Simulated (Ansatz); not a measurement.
## Molecular dynamics of F$_{4}$Si

Input file:

```yaml
crystal:
  periodic: [false, false, false]
  atoms:
    - { symbol: Si, position_ang: [0.000259, 0.0, 0.000248] }
    - { symbol: F, position_ang: [0.00019, 0.0, 1.591786] }
    - { symbol: F, position_ang: [1.50089, 0.0, -0.529938] }
    - { symbol: F, position_ang: [-0.749869, 1.299521, -0.530298] }
    - { symbol: F, position_ang: [-0.749869, -1.299521, -0.530298] }
basis:
  gaussian: { orbitals: "6-31G*" }
hamiltonian:
  xc: pbe
md:
  timestep: 1.0
  n_steps: 300
  ensemble: nvt_nose_hoover
  temperature: 300.0
  initial_velocities: maxwell_boltzmann
  seed: 536135
  nose_hoover: { tau: 300.0, chain_length: 3 }
```

Launched with:

```bash
$ ansatz run input.yaml --threads 1 --pin off --max-ram 2048MiB --backend cpu --events-out ev --progress --plain --runs-dir out
```

It starts from a relaxed structure.

Output, in part (step lines, the closing report, with atoms numbered from 0):

```
md step     0: t =     0.00 fs  T =   300.0 K  F+E_penalty+E_count = -18736.73059782 eV  E_kin = 0.116334 eV  conserved = -18736.61426382 eV  (22 SCF iters)
md step     1: t =     1.00 fs  T =   294.0 K  F+E_penalty+E_count = -18736.72824265 eV  E_kin = 0.114002 eV  conserved = -18736.61424072 eV  (25 SCF iters)
md step     2: t =     2.00 fs  T =   276.8 K  F+E_penalty+E_count = -18736.72150372 eV  E_kin = 0.107321 eV  conserved = -18736.61418313 eV  (24 SCF iters)
md step     3: t =     3.00 fs  T =   250.6 K  F+E_penalty+E_count = -18736.71128044 eV  E_kin = 0.097181 eV  conserved = -18736.61409961 eV  (25 SCF iters)
md step     4: t =     4.00 fs  T =   218.9 K  F+E_penalty+E_count = -18736.69888665 eV  E_kin = 0.084885 eV  conserved = -18736.61400204 eV  (25 SCF iters)
md step     5: t =     5.00 fs  T =   185.6 K  F+E_penalty+E_count = -18736.68586308 eV  E_kin = 0.071961 eV  conserved = -18736.61390393 eV  (25 SCF iters)
md step     6: t =     6.00 fs  T =   154.6 K  F+E_penalty+E_count = -18736.67376263 eV  E_kin = 0.059947 eV  conserved = -18736.61381849 eV  (25 SCF iters)
md step     7: t =     7.00 fs  T =   129.4 K  F+E_penalty+E_count = -18736.66393794 eV  E_kin = 0.050186 eV  conserved = -18736.61375726 eV  (25 SCF iters)
[... lines left out ...]
md step   297: t =   297.00 fs  T =   217.3 K  F+E_penalty+E_count = -18736.66256605 eV  E_kin = 0.084254 eV  conserved = -18736.61422226 eV  (26 SCF iters)
md step   298: t =   298.00 fs  T =   200.7 K  F+E_penalty+E_count = -18736.65581082 eV  E_kin = 0.077842 eV  conserved = -18736.61417931 eV  (25 SCF iters)
md step   299: t =   299.00 fs  T =   172.2 K  F+E_penalty+E_count = -18736.64437427 eV  E_kin = 0.066771 eV  conserved = -18736.61408253 eV  (26 SCF iters)
md step   300: t =   300.00 fs  T =   135.5 K  F+E_penalty+E_count = -18736.62978990 eV  E_kin = 0.052547 eV  conserved = -18736.61394516 eV  (25 SCF iters)
Total energy: -18736.62982335 eV, -688.5584458642 hartree
Atom 0 at     0.010449     0.031560     0.007129 Å, force     0.433505     0.705345    -1.009579 eV/Å
Atom 1 at    -0.020695    -0.029135     1.569217 Å, force     0.146002     0.310975     1.195786 eV/Å
Atom 2 at     1.513391    -0.066474    -0.542606 Å, force    -0.334818     0.505913     0.202246 eV/Å
Atom 3 at    -0.805471     1.306924    -0.532628 Å, force     0.595418    -0.316635     0.228055 eV/Å
Atom 4 at    -0.700946    -1.257970    -0.502904 Å, force    -0.840106    -1.205599    -0.616508 eV/Å
Dipole moment:     0.016821     0.059942     0.024276 e Å
```

The steps, from the saved trajectory:

```
time (fs)  T (K)  potential energy less start (eV)  conserved less start (meV/atom)
        0    300                             0.000                             0.00
       10    107                             0.075                             0.10
       20    105                             0.076                             0.05
       30    131                             0.066                             0.05
       40    134                             0.065                             0.10
       50    281                             0.008                             0.01
       60     75                             0.089                             0.10
       70    102                             0.079                             0.05
       80    177                             0.050                             0.04
       90    166                             0.055                             0.10
      100    240                             0.027                             0.02
      110     60                             0.098                             0.10
      120     96                             0.084                             0.07
      130    241                             0.028                             0.02
      140    168                             0.058                             0.10
      150    209                             0.044                             0.03
      160     65                             0.100                             0.09
      170    104                             0.086                             0.08
      180    296                             0.013                             0.01
      190    132                             0.079                             0.12
      200    203                             0.053                             0.02
      210     82                             0.101                             0.09
      220    142                             0.079                             0.10
      230    332                             0.007                             0.00
      240    101                             0.100                             0.13
      250    177                             0.072                             0.03
      260    149                             0.084                             0.06
      270    170                             0.079                             0.12
      280    346                             0.014                             0.01
      290     96                             0.114                             0.14
      300    136                             0.101                             0.06
```

The run went to its last step. The conserved energy stayed within 0.16 meV per atom of its start (net change 0.064 meV per atom), so the integration is sound. The mean temperature of the second half is 42 % below the set value. A run of 0.3 ps of so small a system gives no equilibrium averages.

The same pairs are bonded in the first frame and the last. Pairs count as bonded within 1.25 times the sum of covalent radii (0.12 Å more for H–H).

Last frame:

```xyz
5
Properties=species:S:1:pos:R:3
Si 0.010 0.032 0.007
F -0.021 -0.029 1.569
F 1.513 -0.067 -0.543
F -0.805 1.307 -0.533
F -0.701 -1.258 -0.503
```

The run took 10 min on 1 thread of Arm Neoverse V1, on a shared host, peak memory 0.12 GiB.
